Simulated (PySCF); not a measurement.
**GaB: input and log**

State: ³Π (triplet), unpaired electrons σ ↑, π ↑.

An equivalent input (the run itself took its basis sets from the Basis Set Exchange, started from a PBE0 density and held the occupation σ 10α 9β, πx 3α 3β, πy 4α 3β, δx 1α 1β, δy 1α 1β):

```python
from pyscf import gto, dft
mol = gto.M(atom='Ga 0 0 0; B 0 0 2.237', basis={'Ga': 'def2-TZVPP', 'B': 'def2-TZVPP'},
            charge=0, spin=2, verbose=4, symmetry='C2v')
mf = dft.UKS(mol, xc='PBE0')
mf.grids.atom_grid = (80, 434)
mf.grids.prune = dft.gen_grid.treutler_prune
mf.irrep_nelec = {'A1': (11, 10), 'A2': (1, 1), 'B1': (3, 3), 'B2': (4, 3)}
mf.conv_tol = 1e-9
mf.max_cycle = 60
mf.diis_space = 10
mf.kernel()
```

The log (some set-up lines and the per-cycle HOMO/LUMO lines removed):

```
******** <class 'pyscf.dft.uks_symm.SymAdaptedUKS'> ********
method = SymAdaptedUKS
damping factor = 0
level_shift factor = 0
DIIS = <class 'pyscf.scf.diis.CDIIS'>
diis_start_cycle = 1
diis_space = 10
diis_damp = 0
SCF conv_tol = 1e-09
SCF conv_tol_grad = None
SCF max_cycles = 60
number electrons alpha = 19  beta = 17
Set gradient conv threshold to 3.16228e-05
init E= -1949.24442614882
cycle= 1 E= -1949.24357619794  delta_E= 0.00085  |g|= 0.00672  |ddm|= 0.039
cycle= 2 E= -1949.24357607842  delta_E= 1.2e-07  |g|= 0.0071  |ddm|= 0.0195
cycle= 3 E= -1949.24361872693  delta_E= -4.26e-05  |g|= 0.00156  |ddm|= 0.0114
cycle= 4 E= -1949.24362023169  delta_E= -1.5e-06  |g|= 0.000405  |ddm|= 0.002
cycle= 5 E= -1949.24362027952  delta_E= -4.78e-08  |g|= 0.000182  |ddm|= 0.000498
cycle= 6 E= -1949.24362033369  delta_E= -5.42e-08  |g|= 4.3e-05  |ddm|= 0.000399
cycle= 7 E= -1949.24362034378  delta_E= -1.01e-08  |g|= 1.54e-05  |ddm|= 0.000229
cycle= 8 E= -1949.24362034524  delta_E= -1.46e-09  |g|= 2.68e-06  |ddm|= 0.000114
cycle= 9 E= -1949.24362034525  delta_E= -1.16e-11  |g|= 4.1e-07  |ddm|= 1.47e-05
Extra cycle  E= -1949.24362034527  delta_E= -1.27e-11  |g|= 5.28e-07  |ddm|= 1.11e-06
converged SCF energy = -1949.24362034527  <S^2> = 2.0065952  2S+1 = 3.0043936
```

Repeating this along the bond gives Re = 2.232 Å and ωe = 431 cm⁻¹.

A point of this curve took 2.1 CPU seconds beside 0.45 for the integrals, on Intel Xeon Platinum 8559C (shared host).

Spin–orbit coupling is left out. The state is the lowest determinant that a PBE0 search found; another state may lie lower at other levels.
